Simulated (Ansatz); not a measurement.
Reaction (formal exchange of groups at the Sn–C bond): `C[CH](F)[SnH2][F]` + `C=CCCCl` → `C=C[CH2][SnH2][F]` + `CC(F)CCl`

Program: Ansatz. Geometries: PBE0-D4/def2-TZVP. ΔE: electronic, gas phase. CCSD(T)/CBS adds triple-zeta CCSD(T) − MP2 to the extrapolated MP2 energy (def2 sets, frozen cores). Functionals use def2-TZVPP. B3LYP here is the variant with VWN-RPA as its local correlation; programs differ in this. Elements past krypton have def2 core potentials. For Sn outer-core shells are correlated without core-valence functions, which leaves a few kJ/mol of doubt a bond. One conformer a species, not always the lowest.

```csv
level,ΔE (kcal/mol),difference from CCSD(T)/CBS
PBE-D4,-8.1,1.3
r2SCAN-D4,-9.1,0.3
PBE0-D4,-8.9,0.5
B3LYP-D4,-8.4,1.0
ωB97X-V,-8.7,0.7
ωB97M-V,-8.8,0.6
B2PLYP,-9.0,0.4
PBE,-8.0,1.4
r2SCAN,-9.1,0.3
PBE0,-8.9,0.5
B3LYP,-8.3,1.1
HF/def2-TZVPP,-9.9,-0.5
MP2/def2-TZVPP,-10.2,-0.8
SCS-MP2/def2-TZVPP,-9.7,-0.3
CCSD/def2-TZVPP,-9.5,-0.1
CCSD(T)/def2-TZVPP,-9.4,0.0
HF/def2-QZVPP,-9.8,-0.4
MP2/def2-QZVPP,-10.1,-0.7
SCS-MP2/def2-QZVPP,-9.6,-0.2
HF/CBS(def2),-9.8,-0.4
MP2/CBS(def2),-10.1,-0.7
CCSD/CBS(def2),-9.4,0.0
CCSD(T)/CBS,-9.4,0
```

Largest T1 diagnostic among the species: 0.013.

From PBE to PBE0 (25 % exact exchange), in def2-TZVPP and without D4, ΔE moves by −0.9 kcal/mol.
